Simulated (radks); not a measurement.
Initial-state core-level shifts of neutral palladium when its valence configuration changes from [Kr] 4d10. All-electron calculation, Dirac Kohn-Sham, PBE, spin-unpolarised, spherical densities, finite nucleus; open shells fill j = l - 1/2 first; Fermi nuclear charge, rms radius 4.5318 fm. Program: a radial shooting solver on a logarithmic mesh with Libxc functionals. Shifts are changes of the shell-averaged eigenvalues in eV (positive: less bound); the change of the density at the nucleus, which sets a Mossbauer isomer shift, is in e/bohr^3, on a base of 1.328e+05.

valence           2s       2p       3p       4s  density at nucleus
4d9.5 5p0.5   -2.598   -2.594   -2.608   -2.590               +0.46
4d9 5p1       -5.196   -5.185   -5.205   -5.120               +1.30
4d9.5 5s0.5   -1.662   -1.656   -1.658   -1.603               +7.69
4d9 5s1       -3.512   -3.498   -3.495   -3.353              +16.87
4d8 5p2      -10.669  -10.640  -10.633  -10.269               +4.01
4d8 5s2       -7.708   -7.678   -7.632   -7.203              +40.14
